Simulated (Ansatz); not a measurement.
Ag (SMILES [Ag-]), charge -1, singlet (all electrons, no relativity) (a gas-phase anion, which may not be bound at this level). Base run: Ansatz (an electronic-structure program) with HF/3-21G.

The Ansatz input:
Ansatz 0.2 input:
```yaml
crystal:
  periodic: [false, false, false]
  atoms:
    - {symbol: Ag, position_ang: [0.00000000, 0.00000000, 0.00000000]}
basis:
  gaussian:
    orbitals: 3-21G.json
hamiltonian:
  xc: hf
total_charge: -1
```
The basis file holds 3-21G in the JSON format of the Basis Set Exchange.

Each row names what was changed in the base input (with any setting that the change needs).

```json
[
 {"change": "base", "ΔE vs base (kcal/mol)": "0.000"},
 {"change": "nuclear_model = gaussian", "ΔE vs base (kcal/mol)": "(withheld)"},
 {"change": "point_charge = charge:-1.0 position_ang:1.1047, 1.3894, -2.4185", "ΔE vs base (kcal/mol)": "69.8"},
 {"change": "point_charge = charge:1.0 position_ang:0.264, 2.7881, 1.0756", "ΔE vs base (kcal/mol)": "-147.7"},
 {"change": "lower_state_search = off", "ΔE vs base (kcal/mol)": "0.000"},
 {"change": "accuracy = high", "ΔE vs base (kcal/mol)": "0.000"},
 {"change": "lower_state_search = light", "ΔE vs base (kcal/mol)": "0.000"},
 {"change": "forces = on", "ΔE vs base (kcal/mol)": "0.000"},
 {"change": "point_charge = charge:0.5 position_ang:-0.2646, -1.4859, -2.5927", "ΔE vs base (kcal/mol)": "-62.8"}
]
```

Task: What belongs in the gaps?

Result: 
- nuclear_model = gaussian, ΔE vs base (kcal/mol): 24.65

A gas-phase anion may not be bound at this level; its values then depend on the basis.
